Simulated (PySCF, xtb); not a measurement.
C3H5O, SMILES CC[C]=O, multiplicity 2.

The structure is a stationary point at r2SCAN-D4/def2-SVP. The isomer is the one that the SMILES or the coordinates give; other isomers of the formula were not compared. Other conformers were not sampled.

Method: C-PCM-ωB97X/def2-SVP run with PySCF.

The values are the electrostatic part of the solvation free energy, E(continuum) − E(gas) at the gas-phase geometry, in a cavity of scaled van der Waals radii (PySCF's table); cavitation and dispersion terms are not included. The dipole moment in vacuum is 2.55 D.

Computed values in water (ε = 78.36), acetone (ε = 20.49), toluene (ε = 2.37):
```
solvent      ε  ΔG(elec) (kcal/mol)  dipole (D)
-------  -----  -------------------  ----------
water    78.36                 -3.2        3.11
acetone  20.49                 -3.1        3.08
toluene   2.37                 -1.8        2.85
```

For comparison, GFN2-xTB/ALPB(water) (xtb, at the GFN2-xTB geometry, all terms of that model) gives -1.6 kcal/mol.
